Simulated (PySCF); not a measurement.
Geometry:
```
atom   x (Å)   y (Å)   z (Å)
  C1   2.096  -0.467  -0.070
  C2   0.622  -0.429   0.304
  C3  -0.324  -0.823  -0.831
  C4  -1.683  -0.344  -0.327
  C5  -1.381   0.986   0.378
  C6   0.120   0.968   0.702
  F7   0.759   1.939  -0.050
  H8   2.713  -0.167   0.774
  H9   2.292   0.209  -0.898
 H10   2.378  -1.474  -0.369
 H11   0.445  -1.092   1.158
 H12  -0.303  -1.892  -1.039
 H13  -0.045  -0.285  -1.738
 H14  -2.408  -0.225  -1.130
 H15  -2.084  -1.064   0.389
 H16  -1.573   1.830  -0.284
 H17  -1.982   1.116   1.277
 H18   0.348   1.220   1.743
```

Geometry: GFN2-xTB; GIAO shifts from PySCF 2.14.0 with density-fitted response routines, gas phase, non-relativistic, averaged over equivalent atoms.

At PBE0/3-21G (85 basis functions, roughly 27 core-seconds):
```csv
atoms,δ (ppm)
C6,86.8
C2,40.1
C5,33.6
C3,32.2
C4,25.8
C1,15.8
F7,-211.9
H18,4.92
H17,2.26
H16,2.06
H14,1.99
H13,1.91
H12,1.75
H11,1.72
H15,1.63
H8/H9/H10,1.35
```

δ = σ(ref) − σ, references computed at the same level: 13C (σref 209.51), 1H (σref 33.27) vs TMS; CFCl3 for 19F (σref 195.06).

Q: Estimate the result of repeating the calculation with PBE0/pcSseg-1.

A: 
```json
{"atoms": "C6", "δ at PBE0/pcSseg-1": "99.5", "change": "+12.7"}
{"atoms": "C2", "δ at PBE0/pcSseg-1": "45.6", "change": "+5.5"}
{"atoms": "C5", "δ at PBE0/pcSseg-1": "37.7", "change": "+4.1"}
{"atoms": "C3", "δ at PBE0/pcSseg-1": "36.1", "change": "+3.9"}
{"atoms": "C4", "δ at PBE0/pcSseg-1": "28.3", "change": "+2.5"}
{"atoms": "C1", "δ at PBE0/pcSseg-1": "14.9", "change": "-0.9"}
{"atoms": "F7", "δ at PBE0/pcSseg-1": "-211.8", "change": "+0.1"}
{"atoms": "H18", "δ at PBE0/pcSseg-1": "4.97", "change": "+0.05"}
{"atoms": "H17", "δ at PBE0/pcSseg-1": "2.30", "change": "+0.04"}
{"atoms": "H16", "δ at PBE0/pcSseg-1": "2.02", "change": "-0.04"}
{"atoms": "H14", "δ at PBE0/pcSseg-1": "1.92", "change": "-0.07"}
{"atoms": "H13", "δ at PBE0/pcSseg-1": "1.42", "change": "-0.49"}
{"atoms": "H12", "δ at PBE0/pcSseg-1": "1.62", "change": "-0.13"}
{"atoms": "H11", "δ at PBE0/pcSseg-1": "1.51", "change": "-0.21"}
{"atoms": "H15", "δ at PBE0/pcSseg-1": "1.43", "change": "-0.20"}
{"atoms": "H8/H9/H10", "δ at PBE0/pcSseg-1": "1.23", "change": "-0.12"}
```

Referencing at the same level of theory: 13C (σ = 186.93 ppm), 1H (σ = 31.72 ppm) vs TMS; 19F (σ = 170.95 ppm) vs CFCl3.

The largest change is at C6 (sp3 CH bonded to F). Cost: 174 basis functions, 23 s wall time on 1 thread of an Arm Neoverse V2, shared host. The order of the carbon signals is the same at both levels.

Unscaled 19F shifts against computed CFCl3 carry errors that often reach 10 to 50 ppm.
